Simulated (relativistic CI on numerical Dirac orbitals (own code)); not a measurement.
Co3+ in a cubic cluster: L2,3 absorption with charge transfer

Computed with a charge-transfer multiplet model of a cubic metal-ligand cluster with up to 2 ligand holes, Slater and spin-orbit integrals from Dirac-Coulomb-Breit ions, Slater integrals scaled by 0.8. The ground state mixes d6 with configurations of k ligand holes L, whose averages lie at kΔ + k(k − 1)U_dd/2; a core hole lowers each added d electron by U_cd. 20 K, Lorentzian 0.4 eV and Gaussian 0.3 eV FWHM.

Atomic integrals in eV (Slater integrals scaled, ζ unscaled), ground: F2dd 10.085, F4dd 6.299, zeta_d 0.071; with the core hole: F2dd 10.695, F4dd 6.685, zeta_d 0.093, zeta_core 9.664, F2cd 6.345, G1cd 4.816, G3cd 2.738.

Cluster parameters (eV): U_dd = 5.9, U_cd = 7.5, 10Dq = 0.55, 10Dq(ligand) = 0.6, V(eg) = 2.3, V(t2g) = -1.14, final-state hopping factor = 0.8.

```
       Case   n_d    d6   d7L  d8L2     S
Δ = -0.1 eV  6.57  0.48  0.46  0.05  2.00
 Δ = 0.9 eV  6.46  0.57  0.39  0.04  2.00
 Δ = 1.9 eV  6.37  0.65  0.33  0.02  2.00
 Δ = 2.9 eV  6.30  0.72  0.27  0.02  2.00
 Δ = 5.9 eV  6.16  0.84  0.15  0.01  2.00
```

Weights, n_d and S are thermal averages at 20 K. Photon energies count from the first peak over 30 % of the highest in each spectrum, which can be another peak from case to case. The parameters are a model scan and need not match a compound or its usual spin state. Peaks in eV (height, largest 100):
- Δ = -0.1 eV: -1.9 (29), 0.0 (100), 1.2 (29), 2.7 (13), 3.8 (9), 5.6 (6), 13.8 (6), 15.1 (30), 16.5 (8)
- Δ = 0.9 eV: -1.9 (23), -1.5 (21), 0.0 (100), 1.4 (24), 3.0 (11), 3.9 (8), 5.6 (5), 13.8 (5), 15.1 (30), 16.9 (6)
- Δ = 1.9 eV: -2.1 (20), -1.4 (23), 0.0 (100), 13.8 (5), 14.9 (32), 17.1 (6)
- Δ = 2.9 eV: -2.1 (18), -1.3 (26), 0.0 (100), 2.1 (19), 2.7 (15), 13.7 (5), 15.0 (37), 17.5 (6)
- Δ = 5.9 eV: -1.2 (26), 0.0 (100), 0.7 (66), 2.8 (20), 13.7 (6), 15.0 (42), 18.1 (6)

For the case Δ = 2.9 eV, Δ = 2.9 eV is smaller than U_dd = 5.9 eV, the charge-transfer side of the Zaanen-Sawatzky-Allen scheme. With the core hole the configuration with one ligand hole lies at Δ + U_dd − U_cd = -1.7, -0.7, 0.3, 1.3, 4.3 eV from the one without, in the order of the table; where this is negative the screened configuration lies lower, though the effective hopping of about 2.8 eV (from the holes of the mixed ground state) mixes the two strongly wherever it is as large as the gap.
